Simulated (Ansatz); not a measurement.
Molecule: C$_{2}$HCl$_{4}$ (charge 0, doublet). It need not be the lowest isomer of its formula. 
Coordinates optimised at B3LYP-D3(BJ)/def2-TZVP (Ansatz, a quantum-chemistry and plane-wave program):
```xyz
7

C     -0.5895     0.0748    -0.4989
C      0.8314    -0.1655    -0.1959
Cl     1.0336    -1.2712     1.2423
Cl     1.7236     1.3556     0.0735
Cl    -1.3665    -1.0332    -1.5413
Cl    -1.5530     1.0208     0.5308
H      1.3073    -0.6803    -1.0216
```
Charge 0, spin multiplicity 2.

Property: atomisation energy (electronic, to ground-state atoms), in eV. Valence correlation only, unless marked. Open shells are spin-unrestricted. Spin-orbit coupling is left out. No relativistic terms. The coupled-cluster limit lacks core correlation, which all-electron functionals hold. Basis-set limits of correlation are two-point, X^-3; Hartree-Fock from the larger set. [CCSD(T)-MP2]/basis is that difference in the basis named.

```csv
level,program,atomisation energy (eV)
PBE-D4/def2-TZVPD,Ansatz + dftd4,24.07
revPBE-D4/def2-TZVPD,Ansatz + dftd4,23.26
```

Problem. Estimate the value at RI-MP2/CBS(cc-pV(T+d)Z,cc-pV(Q+d)Z)+[CCSD(T)-MP2]/cc-pV(T+d)Z as computed with Ansatz.

Solution. 22.43 eV
